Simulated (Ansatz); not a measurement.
Ansatz (a program for electronic structure) input (RI-MP2/def2-QZVPPD):
A basis named .json is the Basis Set Exchange file of that set.

Ansatz 0.2 input:
```yaml
crystal:
  periodic: [false, false, false]
  atoms:
    - {symbol: Ta, position_ang: [-0.00172219, -0.00191287, 0.00163450]}
    - {symbol: O, position_ang: [1.23777536, 0.91684604, -1.12311743]}
    - {symbol: O, position_ang: [1.05179487, -0.84153498, 1.25031875]}
    - {symbol: H, position_ang: [1.42160483, -1.33705474, 1.99015604]}
    - {symbol: O, position_ang: [-0.91787310, -1.11110116, -1.14048837]}
    - {symbol: H, position_ang: [-1.51113168, -1.73842522, -1.56963549]}
    - {symbol: O, position_ang: [-1.13579083, 1.19868699, 0.80056870]}
    - {symbol: H, position_ang: [-1.67200395, 1.91194399, 1.16190770]}
basis:
  gaussian:
    orbitals: def2-QZVPPD.json
    fitting: {mean_field: def2-universal-jkfit, correlation: def2-QZVPPD-RIFIT.json}
total_charge: 1
magnetization: {spin_polarized: true, initial_magnetization: 1}
correlation: {method: mp2, electrons: outside_noble_gas}
```

Output:

```
Functional definition: HF
integrals: 0.94 GiB planned
589 factors; integrals over basis functions are off by at most 1.3e0 eV
mean field: 2.03 GiB planned
mean field evaluation 1: about -9720.8237 eV, gradient 6.2e1 eV
mean field evaluation 2: about -9725.0038 eV, gradient 5.1e1 eV
mean field evaluation 4: about -9733.1524 eV, gradient 1.3e0 eV
mean field evaluation 8: about -9733.1723 eV, gradient 2.6e-6 eV
mean field evaluation 16: about -9733.1062 eV, gradient 1.0e0 eV
mean field evaluation 32: about -9733.1687 eV, gradient 4.6e-2 eV
mean field -9733.17233500 eV, -357.6874859299 hartree, gradient 2.6e-6 eV, S^2 0.760114; 9 other end points of the search recorded, 0 dependent functions left out
8 core orbitals not correlated
1084 factors; their error is unknown
reference -9733.17233500 eV, -357.6874859299 hartree; 16, 15 occupied and 423, 424 virtual orbitals, 1084 factors
second order -31.33302164 eV of doubles, -0.00000000 eV of singles
Total energy: -9764.50535663 eV, -358.8389532368 hartree
```

The spin state was set by rule; other spins were not relaxed.
